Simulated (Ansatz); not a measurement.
```yaml
crystal:
  periodic: [false, false, false]
  atoms:
    - {symbol: F, position_ang: [0.374374, -0.037199, -2.273080]}
    - {symbol: Si, position_ang: [-0.532568, 0.332006, -1.102791]}
    - {symbol: C, position_ang: [-0.011336, -1.142062, 0.330322]}
    - {symbol: Ga, position_ang: [0.610132, 0.221534, 1.669549]}
    - {symbol: N, position_ang: [-0.067718, 1.473665, -0.196076]}
    - {symbol: H, position_ang: [-1.828074, 0.158792, -1.619269]}
    - {symbol: H, position_ang: [0.696343, -2.098970, 0.046012]}
    - {symbol: H, position_ang: [0.696343, -2.098970, -0.003988]}
    - {symbol: H, position_ang: [1.088142, 0.952918, 2.740564]}
    - {symbol: H, position_ang: [0.030023, 2.504212, -0.326784]}
basis:
  gaussian: {orbitals: aug-cc-pVTZ}
hamiltonian: {xc: {name: wB97X-V}}
output: {forces: true}
```

```sh
$ ansatz run in.yaml --threads 4 --pin off --events-out ev --progress --plain --max-ram 10444MiB
```

Output, abridged:

```
Functional definition: wB97X-V
1748 factors; their error is unknown
566 factors; integrals over basis functions are off by at most 1.9e-5 eV
mean field evaluation 1: about -65317.0612 eV, gradient 7.4e1 eV
mean field evaluation 2: about -65314.0728 eV, gradient 8.3e1 eV
mean field evaluation 4: about -65328.2553 eV, gradient 4.8e0 eV
mean field evaluation 8: about -65328.3085 eV, gradient 2.4e-1 eV
mean field evaluation 16: about -65328.4750 eV, gradient 6.6e-3 eV
a density is far from that of the atoms, so the factors are made again for it
2120 factors; integrals over basis functions are off by at most 1.0e-3 eV
570 factors; integrals over basis functions are off by at most 1.7e-5 eV
mean field -65328.47584301 eV, -2400.7772059993 hartree, gradient 2.2e-5 eV, S^2 0.000000; 0 other end points of the search recorded, 1 dependent functions left out
reference -65328.47583974 eV, -2400.7772058790 hartree; 36, 36 occupied and 325, 325 virtual orbitals, 2120 factors
Total energy: -65328.47583974 eV, -2400.7772058790 hartree
Atom 0 at     0.374374    -0.037199    -2.273080 Å, force     2.150553    -0.793343    -3.445746 eV/Å
Atom 1 at    -0.532568     0.332006    -1.102791 Å, force    -0.623956    -5.762470     1.084032 eV/Å
Atom 2 at    -0.011336    -1.142062     0.330322 Å, force    -1.834505     3.749244     0.868456 eV/Å
Atom 3 at     0.610132     0.221534     1.669549 Å, force    -1.722193    -2.164517    -6.324361 eV/Å
Atom 4 at    -0.067718     1.473665    -0.196076 Å, force     2.227191     5.752617     5.209306 eV/Å
Atom 5 at    -1.828074     0.158792    -1.619269 Å, force    -1.650362    -0.124579    -0.430800 eV/Å
Atom 6 at     0.696343    -2.098970     0.046012 Å, force     0.028364    -0.545038  5735.324682 eV/Å
Atom 7 at     0.696343    -2.098970    -0.003988 Å, force     0.836515    -0.177391 -5735.490806 eV/Å
Atom 8 at     1.088142     0.952918     2.740564 Å, force     1.054277     1.628621     2.754126 eV/Å
Atom 9 at     0.030023     2.504212    -0.326784 Å, force    -0.465883    -1.563143     0.451112 eV/Å
Dipole moment:     0.356707     0.063823     0.642390 e Å
```

(1) Something in this input is off. What?

## Answers

(1) One atom was put on top of another. The calculation finished and met its thresholds. The result belongs to that input, not to the molecule as meant.
